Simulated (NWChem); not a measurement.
## Correlation energy of AlO

```xyz
2

Al     0.0000     0.0000     0.6241
O      0.0000     0.0000    -1.0142
```
Charge 0, spin multiplicity 2.

Program: NWChem. All single points use one geometry, from UB3LYP/def2-SVP, a minimum by its harmonic frequencies.

Basis set: def2-TZVP. Each correlation energy counts from its own Hartree-Fock reference.

The correlated methods keep 6 core orbitals frozen. The structure started from a generated list of species. The unpaired electrons of the parent sit in orbitals of symmetry a1 (C2v labels of the run); other states weren't searched. The stability of the SCF solutions was not checked. Open-shell Hartree-Fock references start from PBE0 orbitals. Coupled-cluster values serve here as a point of comparison, not as the truth.

| method | correlation energy (mHa) | remark |
|---|---|---|
| UMP2 | (withheld) | - |
| SCS-UMP2 | -256.0 | - |
| CCSD on ROHF | -305.1 | large amplitudes |
| CCSD[T] on ROHF | (withheld) | large amplitudes |
| CCSD(T) on ROHF | -325.3 | large amplitudes |
| CCSD on UHF | -290.7 | large amplitudes |
| CCSD[T] on UHF | (withheld) | large amplitudes |
| CCSD(T) on UHF | -304.2 | large amplitudes |

Q: What belongs in the gaps?

A: 
- UMP2, correlation energy (mHa): -259.7
- CCSD[T] on ROHF, correlation energy (mHa): -330.6
- CCSD[T] on UHF, correlation energy (mHa): -308.9
